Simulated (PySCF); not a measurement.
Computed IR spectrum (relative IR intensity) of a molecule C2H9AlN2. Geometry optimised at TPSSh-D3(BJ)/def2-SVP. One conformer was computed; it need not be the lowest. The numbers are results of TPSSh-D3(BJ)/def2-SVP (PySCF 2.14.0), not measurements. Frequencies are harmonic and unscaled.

Lines under 2 % of the strongest are left out, and lines within 2 cm⁻¹ are merged.

ν (cm⁻¹): 363 (w), 452 (m), 502 (vs), 544 (w), 607 (m), 680 (m), 792 (s), 1071 (w), 1079 (w), 1146 (s), 1152 (s), 1386 (w), 1394 (m), 1461 (m), 1513 (vw), 1970 (s), 2974 (vs), 2977 (m), 3024 (s), 3091 (m), 3544 (w), 3549 (vw) (against the strongest line: vs over 80 %, s over 45 %, m over 15 %, w over 4 %, vw less)

Question: Pick the molecule that these values belong to.
A. C[N](C)[AlH][NH2]
B. C[CH2][Al]([NH2])[NH2]
C. C[NH][AlH][NH]C

Answer: C, C[NH][AlH][NH]C
